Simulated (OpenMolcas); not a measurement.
Rh5+ (d4) among equal point charges was computed by CASSCF with the d shell active (OpenMolcas, ANO-RCC-VDZP on the metal). Its lowest spin-free states, and all those of the highest spin:

```tsv
2S+1	Degeneracy	E (cm-1)
5	3	0.0
5	2	2516
3	3	20096
3	3	21111
3	3	22222
3	2	23072
3	3	24614
3	3	24983
3	3	26139
3	1	26489
3	3	26788
3	2	27683
```

Problem. Is the site octahedral, tetrahedral or cube-like, axial, or of lower symmetry?

Solution. The states with 2S+1 = 5 have orbital degeneracies 3, 2. Threefold states need a cubic site. For d4 at this spin an octahedron puts the twofold E below the threefold T2 and a tetrahedron or cube puts the threefold T2 below the twofold E, so the site is a tetrahedron or a cube, which this pattern cannot tell apart. The first gap at this spin, 2520 cm-1, is |10Dq| in ligand-field theory. The run had Rh5+ among 4 point charges of -2.5 e arranged as a tetrahedron (Td), 2.02 Å from the ion.

An orbital triplet at a regular site is open to Jahn-Teller coupling, which can distort the site and quench the lowest spin-orbit gaps and is left out. Without dynamic correlation the repulsion within the d shell is too large (B by tens of per cent), so at a given field states of lower spin stand too high. Point charges give a weaker field than real ligands, and real ions of this kind are as a rule low spin; the high spin found here belongs to the model. The ground term spreads over less than 5000 cm-1, several times less than with real ligands, so orbital moments are less quenched and χT lies further from the spin-only value than at real sites. This is an electrostatic model: the charges have no orbitals. No measured value stands beside these numbers.
